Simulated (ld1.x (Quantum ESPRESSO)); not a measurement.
**Before and after: TM potential for Mo**

| Quantity | Value |
| --- | --- |
| Element | Mo |
| Generator | ld1.x (Quantum ESPRESSO) 7.5 |
| Type | norm-conserving Troullier–Martins (Kleinman–Bylander form) |
| Functional | LDA (PZ) |
| Relativity | scalar-relativistic |
| Frozen core | [Ar] 3d10 |
| Valence charge | 14 |
| Reference configuration | 4s2 4p6 4d4 5s0 5p0 (charge +2) |
| Partial waves | 4p (bound): rc 1.15 bohr; 4d (bound): rc 2.10 bohr; 4s (bound): rc 1.70 bohr |
| Local potential | the s channel |
| Core correction | none |

Change: local potential the d channel.

Cutoffs: the cutoffs (Ry, on a coarse ladder) from which the occupation-weighted sum of valence levels, in a spherical-Bessel basis at the reference potential, stays within 10 and 1 mRy of its value at 400 Ry; they do not see the model core or the augmentation charge, which bear on the density cutoff. Errors are all-electron minus pseudo energies relative to the spin-unpolarised reference configuration.

Task: How do hardness, ghosts and transferability respond?

Result: The potential gets neither clearly harder nor softer (90 Ry and 140 Ry → 90 Ry and 140 Ry); the p channel sets the loose cutoff, while the largest relative change is in d, which becomes harder; of the 9 tests that both files solve, the error grows in 0 and shrinks in 8 by more than 15 % and 0.3 meV (median size 147.9 → 147.4 meV); the range in which the p phases agree widens (upper end -1.2 → at the end of the scan); the range in which the d phases agree widens (upper end 0.4 → 2.0); neither file shows a bound ghost.

```csv
quantity,base,changed
"cutoff, loose",90 Ry,90 Ry
"cutoff, tight",140 Ry,140 Ry
loose cutoff by channel (10 mRy a level),"p 55 Ry, d 30 Ry, s 30 Ry","s 30 Ry, p 55 Ry, d 35 Ry"
bound ghosts,none,none
"error for 4s2 4p6 4d5 5s1 5p0, meV [ΔE -22.89 eV]",+877,+270
"error for 4s2 4p6 4d5 5s0 5p0, meV [ΔE -15.70 eV]",+18,-1.4
"error for 4s2 4p6 4d3 5s0 5p0, meV [ΔE 26.96 eV]",+30,+1.9
"error for 4s1 4p6 4d5 5s1 5p0, meV [ΔE 47.42 eV]",+1396,+423
"error for 4s2 4p6 4d4 5s2 5p0, meV [ΔE -22.75 eV]",+2028,+675
"error for 4s2 4p6 4d2 5s0 5p0, meV [ΔE 66.66 eV]",+138,+27
"error for 4s2 4p6 4d5 5s0 5p1, meV [ΔE -19.64 eV]",+142,-15
"error for 4s2 4p6 4d4 5s0 5p0 (spin-polarised), meV [ΔE -2.48 eV]",+148,+147
"error for 4s2 4p6 4d5 5s1 5p0 (spin-polarised), meV [ΔE -26.81 eV]",+1087,+437
s: phases at 2.30 bohr within 0.05 rad from the reference energy up to (Ry; the scan ends near 5),-2.6,-1.9
p: phases at 2.30 bohr within 0.05 rad from the reference energy up to (Ry; the scan ends near 5),-1.2,to the end of the scan
d: phases at 2.30 bohr within 0.05 rad from the reference energy up to (Ry; the scan ends near 5),0.4,2.0
```
